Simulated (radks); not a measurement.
Cr4+, configuration [Ar] 4s2 (not the ground configuration). Calculated with a radial shooting solver on a logarithmic mesh with Libxc functionals: scalar-relativistic Kohn-Sham, LDA (Slater exchange, Perdew-Wang correlation), spin-polarised, spherical densities, point nucleus.

Normalised radial functions P(r) = r R(r), r in bohr:

```
   r/bohr * 2p, o 3p, + 3d (the largest magnitude, 1.9, reaches the edge; | marks zero, & curves that meet)
 0.008573                             &
  0.01107                             &*
  0.01431                             &*
  0.01833                             +o*
  0.02368                             +o *
  0.03059                             + o *
  0.03951                             + o   *
  0.05104                             +  o     *
  0.06593                             +    o      *
  0.08517                             |+    o         *
     0.11                             |+      o            *
   0.1421                             | +      o               *
   0.1836                             |  +    o                  *
   0.2371                             |    +o                   *
   0.3063                             | o     +             *
   0.3957                        o    |          +    *
   0.5111                  o          |         *  +
   0.6603             o               |   *          +
   0.8529             o               |*            +
    1.093                o            *           +
    1.412                     o       *       +
    1.824                          o  *    +
    2.356                            o* +
    3.043                             &+
    3.931                             &
    5.078                             &
    6.559                             &
```

2p: eigenvalue -647.51 eV, 0 radial nodes, <r> = 0.260 bohr, 90 % of the charge inside 0.427 bohr. 3p: eigenvalue -120.61 eV, 1 radial node at r = 0.328 bohr, <r> = 0.882 bohr, 90 % of the charge inside 1.34 bohr. 3d (empty): eigenvalue -74.873 eV, 0 radial nodes, <r> = 0.925 bohr, 90 % of the charge inside 1.49 bohr.
